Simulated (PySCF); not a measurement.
Question: Write a Z-matrix for `c1coc([Si@H]2CCC[SiH2]2)c1` as optimised with PBE0-D3(BJ)/def2-SVP.

Answer: 
Z-matrix in Å and degrees, rows numbered from 1:
```
C 
C   1  1.3634
O   2  1.3449  1  110.49
C   3  1.3663  2  108.30  1     0.22
Si  4  1.8702  3  117.15  2  -178.63
C   5  1.9036  4  110.50  3   -53.05
C   6  1.5365  5  107.73  4    82.50
C   7  1.5371  6  111.77  5    55.60
Si  8  1.9102  7  109.34  6   -51.47
C   4  1.3717  3  108.54  2    -0.18
H   1  1.0877  2  126.63  3   179.90
H   2  1.0872  1  133.18  3  -179.96
H   5  1.4928  4  107.31  3  -178.97
H   6  1.1016  5  111.53  4   -40.56
H   6  1.1048  5  108.64  4  -158.24
H   7  1.1036  6  110.40  5   178.66
H   7  1.1044  6  108.84  5   -65.35
H   8  1.1045  7  109.61  6    66.02
H   8  1.1013  7  111.58  6  -176.20
H   9  1.4959  5  117.43  4   134.18
H   9  1.4962  5  112.72  4     6.98
H  10  1.0882  1  127.18  2  -179.92
```

The C–C distances run from 1.363 Å (C1–C2, aromatic) to 1.537 Å (C7–C8, drawn single), a spread of 0.174 Å. Si5 (SiH silicon) has angles from 92.9° to 119.8°. The 3 C–Si bonds span 1.870 Å (C4–Si5, drawn single) to 1.910 Å (C8–Si9, drawn single), a spread of 0.040 Å. Si9 (SiH2 silicon) has angles from 92.9° to 117.4°.

Computed with PySCF 2.14.0, PBE0-D3(BJ)/def2-SVP geometry optimisation, gas phase.

Point group: C1 (no symmetry element, even within 0.4 Å). No frequency check. The numbers are those of one conformer (O3–C4–Si5–C6 -53°, C4–Si5–C6–C7 83°, Si5–C6–C7–C8 56°, C6–C7–C8–Si9 -51°, C7–C8–Si9–Si5 23°).
